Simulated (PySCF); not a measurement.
## Computed data sheet: `N#CC[C@]12C[C@H]1C2`

Species: C6H7N.
Atom-mapped SMILES: `[N:1]#[C:2][CH2:3][C@:4]12[CH2:5][C@H:6]1[CH2:7]2` (hydrogens: H8, H9 on C3; H10, H11 on C5; H12 on C6; H13, H14 on C7)

Among its groups: nitrile and cyclopropane ring.

GFN2-xTB geometry:

```yaml
Point_group_of_the_GFN2-xTB_geometry: Cs
Rotational_constants_A_B_C_of_the_GFN2-xTB_geometry: 6.698, 1.665, 1.609 GHz
```

B3LYP/def2-SVPD ground state and vertical TDDFT (core frozen in the response) (PySCF):

```yaml
Dipole_moment: 4.29 D
HOMO_energy: -7.37 eV
LUMO_energy: 0.08 eV
HOMO–LUMO_gap: 7.45 eV
Lowest_singlet_excitation: 6.55 eV (189 nm, f = 0.021)
Strongest_line_among_the_8_lowest_singlet_transitions: S3 at 7.19 eV (172 nm, f = 0.058)
Lowest_triplet_excitation_Tamm–Dancoff: 6.30 eV
Static_isotropic_polarisability: 69.3 au
Electronic_spatial_extent_⟨r²⟩_about_the_centre_of_nuclear_charge: 790 bohr²
```

Monoisotopic mass (most abundant isotopes): 93.0578 u.

The vertical singlet–triplet gap S1 − T1 is 0.25 eV (TDDFT singlet less Tamm–Dancoff triplet; S1: HOMO→LUMO, weight 0.99; T1: HOMO→LUMO, weight 0.61). With B = h/(8π²I), that is 505.379 GHz u Å² over I, the principal moments of inertia are 75.5, 303.6 and 314.1 u Å² (most abundant isotopes). The 8 singlets span 6.55 to 8.06 eV, and their oscillator strengths add up to 0.14. A dipole of 4.29 D is allowed in Cs, and pure rotational transitions are dipole-allowed. The rotational constants make it an asymmetric top with κ = (2B − A − C)/(A − C) = -0.98, nearer the prolate limit (−1). The dipole equals about 14.3 × 10⁻³⁰ C·m (1 D = 3.33564 × 10⁻³⁰ C·m).

Geometry: GFN2-xTB, one conformer, isolated molecule.

For the TDDFT job (B3LYP/def2-SVPD), hardware: one thread of an Arm Neoverse V1, no GPU, shared host. Cost: 31 s of wall time.

Conformer computed: `[N:1]#[C:2][CH2:3][C@:4]12[CH2:5][C@H:6]1[CH2:7]2`: C2–C3–C4–C5 -92°.
